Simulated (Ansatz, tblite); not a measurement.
Cost and result up the ladder for SiPt₂ (the lowest singlet isomer of a short search) (3 atoms). Charge 0, multiplicity 1. Geometry: PBE0-D4/def2-TZVP.

Cartesian coordinates in Å:
```
Pt -0.3731 -1.9985 0.3961
Pt 0.3731 1.9986 -0.3960
Si 0.0000 0.0000 0.0000
```

Ansatz on 4 threads of Arm Neoverse V1 on a shared host; xTB runs through tblite on one thread. Times are rough, summed over both states, and most runs start from the orbitals of an earlier one. PBE0-D4/def2-TZVP serves as the yardstick here, not as an exact answer. The other state is a doublet.

In the def2 sets Pt takes a core potential; there is no spin–orbit coupling. The xTB rows come from tblite. The structure comes from a short search, and lower isomers may exist.

Raw xTB energies of ions are shifted by several eV.

```json
{"level": "GFN1-xTB", "functions": "27", "wall time": "0.005 s"}
{"level": "GFN2-xTB", "functions": "27", "wall time": "0.006 s"}
{"level": "PBE-D4/def2-TZVP (with forces)", "functions": "117", "wall time": "2.9 s"}
{"level": "PBE0-D4/def2-TZVP", "functions": "117", "wall time": "5.5 s"}
{"level": "r2SCAN-D4/def2-TZVP", "functions": "117", "wall time": "7.2 s"}
```

**Question.** Estimate what each level gives for the vertical IE (eV).

**Answer.** 
```
                         level  vertical IE (eV)  difference from PBE0-D4/def2-TZVP (eV)
                      GFN1-xTB             13.09                                    5.09
                      GFN2-xTB             11.96                                    3.96
PBE-D4/def2-TZVP (with forces)              8.11                                    0.11
             PBE0-D4/def2-TZVP              8.00                                    0.00
           r2SCAN-D4/def2-TZVP              8.09                                    0.08
```
